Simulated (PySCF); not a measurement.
Vertical excitations of a molecule CH₅ClFNSi from TDDFT-B3LYP/def2-SVPD (PySCF 2.14.0), as energy in eV (oscillator strength): 5.69 (0.037), 6.13 (0.002), 6.34 (0.042), 7.01 (0.036), 7.32 (0.034), 7.63 (0.007), 7.91 (0.052), 8.04 (0.038), 8.22 (0.006), 8.27 (0.061). Lowest triplet (TDA): 5.32 eV. Geometry optimised at PBE0-D3(BJ)/def2-SVP. Other conformers were not sampled.

Task: Pick the molecule that these values belong to.
A) CN[Si@H](F)Cl
B) C[Si@@](N)(F)Cl
C) NC[Si@H](F)Cl
D) N[Si@@H](Cl)CF

Result: C, NC[Si@H](F)Cl
